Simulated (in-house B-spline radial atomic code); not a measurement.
Al⁺. Computed with a B-spline radial atomic code. Model: non-relativistic spherical atom: semilocal Troullier-Martins pseudo-atom, one channel per l, against all electrons, high spin, G0W0 and RPA with empty states to l = 8, local potential for every l without a channel, a model core (radius 0 = none) keeps its share of the functional.

What the tables leave out is listed at the end.

The pseudopotential gives back the lowest level of each angular momentum of its own functional in the configuration it was made in; a second state of the same l is only approximately right. Exact exchange, RPA and GW see the smooth pseudo-orbitals and miss the exchange with the core, for which the functional's share stands in. The column with an uncorrelated core keeps all orbitals and exact exchange, and so separates missing core correlation from pseudisation. Only the three outermost levels and the lowest empty one were computed. RPA here is direct RPA, with no exchange kernel, and its energies carry an (l + 1/2)⁻⁴ tail. A hybrid on a potential with a model core restores only its own semilocal share of the core's exchange.

Command:
```bash
python run_psgw.py task.json out
```
Settings (lengths in bohr, energies in hartree):
```
Z                      13
electrons              12
configuration          [Ne] 3s2
generated_in           [Ne] 3s2 3p1
functional             pbe,pbe
core_shells            3
radius_factor          1.3
core_correction        True
ion_configuration      [Ne] 3s1
```

Cost of the run: 16 s on 1 thread of Arm Neoverse V2 (shared host).

Given: made with PBE; model core radius 1.347 bohr; local radius 2.824 bohr; mean-field start PBE.

Valence shells of the generating configuration: 3s, 3p.

Channel: s 2.722, p 3.4 (radii in bohr).

Computed: largest level miss in the spin-unpolarised generating configuration 0 eV; valence RPA correlation energy all-electron orbitals -0.082043 hartree; valence RPA correlation energy pseudo -0.083704 hartree; all-electron RPA polarisability, core included 18.334 bohr³; pseudo-atom RPA polarisability 18.315 bohr³; ionisation by RPA all-electron 19.247 eV; ionisation by RPA pseudo minus all 0.215 eV.

```
     level  occupied  mean-field all-electron (eV)  mean-field pseudo minus all (eV)  G0W0 all-electron (eV)  G0W0 uncorrelated core minus all (eV)  G0W0 pseudo minus all (eV)  exchange self-energy all-electron (eV)  exchange self-energy pseudo (eV)
        3s         1                       -14.785                             0.016                 -18.974                                  0.201                       0.108                                 -12.234                           -10.331
3p (empty)         0                       -9.0649                             0.008                 -6.3124                                  0.088                       0.034                                 -3.2088                           -2.0367
```

(1) What is the ionisation by mean-field all-electron?

(2) What is the ionisation by mean-field pseudo minus all?

Given: mean-field start PBE0.

Computed: valence RPA correlation energy all-electron orbitals -0.070593 hartree; all-electron RPA polarisability, core included 16.237 bohr³; pseudo-atom RPA polarisability 16.714 bohr³; ionisation by mean-field pseudo minus all -0.141 eV; ionisation by RPA all-electron 19.048 eV; ionisation by RPA pseudo minus all -0.076 eV.

```
     level  occupied  mean-field all-electron (eV)  mean-field pseudo minus all (eV)  G0W0 all-electron (eV)  G0W0 uncorrelated core minus all (eV)  G0W0 pseudo minus all (eV)  exchange self-energy all-electron (eV)  exchange self-energy pseudo (eV)
        3s         1                       -15.739                             0.131                 -18.979                                    0.2                       0.249                                 -12.111                           -10.193
3p (empty)         0                       -8.2233                            -0.027                 -6.2337                                  0.082                      -0.006                                  -2.999                           -1.9738
```

(3) What is the ionisation by mean-field all-electron?

(4) What is the valence RPA correlation energy pseudo?

Results:

(1) 18.76 eV.

(2) 0.016 eV.

(3) 18.654 eV.

(4) -0.072218 hartree.

Among the listed levels the largest G0W0 shift of the pseudo-atom is +0.25 eV, for 3s on the PBE0 start, while leaving the core uncorrelated moves that level by +0.20 eV. The rest, +0.05 eV, comes from pseudisation and the lost core exchange. Not in the tables (levels of low weight, unsolved or above zero; the highest and the empty levels are kept at any weight): no Hartree-Fock pseudo-atom is run with a model core.
